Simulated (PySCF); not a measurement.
## Magnetic susceptibility: `C=C/C(Cl)=C/C(=O)Cl`, C$_{5}$H$_{4}$Cl$_{2}$O

Geometry (Å), atoms numbered from 1 in this order:
```xyz
12

C    -2.5013   -0.1178    0.1680
C    -1.2912   -0.2378   -0.3705
C    -0.0473    0.0922    0.2964
Cl   -0.1402    0.6846    1.8952
C     1.1487   -0.0617   -0.3223
C     2.4242    0.2461    0.2792
O     2.6841    0.6667    1.3611
Cl    3.7539   -0.0935   -0.8644
H    -2.6386    0.2462    1.1719
H    -3.3865   -0.3813   -0.3834
H    -1.1744   -0.6056   -1.3804
H     1.1698   -0.4388   -1.3326
```

Method: GIAO PBE/pcSseg-1 magnetisability, rotational g tensor and spin-rotation constants, non-relativistic, gas phase in PySCF. Geometry: GFN2-xTB.

(1) What are the magnetisability and the molar susceptibility?

(2) Split it along the inertial axes a, b, c into diamagnetic and paramagnetic parts about the centre of mass, with the quadrupole moment.

(3) And the rotational g tensor?

## Answers

(1) Isotropic -1201 × 10⁻³⁰ J/T², or -72.3 × 10⁻⁶ cm³/mol; principal values -1452, -1159, -993 × 10⁻³⁰ J/T², anisotropy 403 × 10⁻³⁰ J/T² (root of half the summed squared differences of the principal values). The susceptibility is in cgs units.

(2) 
| axis | χ (10⁻⁶ cm³/mol) | diamagnetic (10⁻⁶ cm³/mol) | paramagnetic (10⁻⁶ cm³/mol) | summed x² of all electrons (Å²) | quadrupole Θ (D Å) |
| --- | --- | --- | --- | --- | --- |
| a | -69.2 | -469.5 | 400.2 | 359.5 | +1.99 |
| b | -60.3 | -1579.5 | 1519.2 | 97.8 | +1.51 |
| c | -87.5 | -1940.3 | 1852.8 | 12.8 | -3.50 |

Anisotropies 2χaa − χbb − χcc = +9.3 and 2χbb − χaa − χcc = +36.0 × 10⁻⁶ cm³/mol. Θ is traceless in Buckingham's convention.

(3) 
| axis | rotational constant (GHz) | g | nuclear part | electronic part |
| --- | --- | --- | --- | --- |
| a | 3.1414 | -0.0540 | 0.5367 | -0.5907 |
| b | 0.7531 | -0.0160 | 0.5215 | -0.5375 |
| c | 0.6075 | -0.0043 | 0.5245 | -0.5288 |

Asymmetric top; isotopes 12C, 35Cl, 1H, 16O; no vibrational averaging.
